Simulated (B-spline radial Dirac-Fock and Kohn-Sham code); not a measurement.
The free praseodymium atom: differential elastic cross section for electrons at 1.09 keV

Model: relativistic (Dirac) partial waves in the static field of the Dirac-Fock atom with Furness-McCarthy exchange, without polarisation or absorption potentials. Program: a radial atomic solver.

```tsv
θ (°)	dσ/dΩ (a₀²/sr)	Sherman function
0	449	0.000
10	19.6	0.000
20	2.66	-0.004
30	0.874	-0.007
40	0.424	0.012
50	0.260	0.035
60	0.164	0.027
70	0.0982	-0.036
80	0.0731	-0.105
90	0.0895	-0.056
100	0.113	0.018
110	0.0995	0.078
120	0.0441	0.174
130	0.00480	0.187
140	0.0671	-0.136
150	0.274	-0.062
160	0.577	-0.032
170	0.850	-0.014
180	0.959	0.000
```

Q: What integrated cross sections go with this distribution?

A: The total elastic cross section is 12.8 a₀², the first transport cross section 2.13 a₀² and the second, weighted with (3/2) sin²θ, 1.98 a₀². The mean deflection is ⟨1 − cos θ⟩ = 0.166, and 7.1 % of the collisions scatter beyond 90°.

On this grid of angles the cross section has minima near 80°, 130°, from interference among the few low partial waves with large phase shifts.

Values without a named source are computed, but for edge energies of neutral atoms, which are taken from tables.
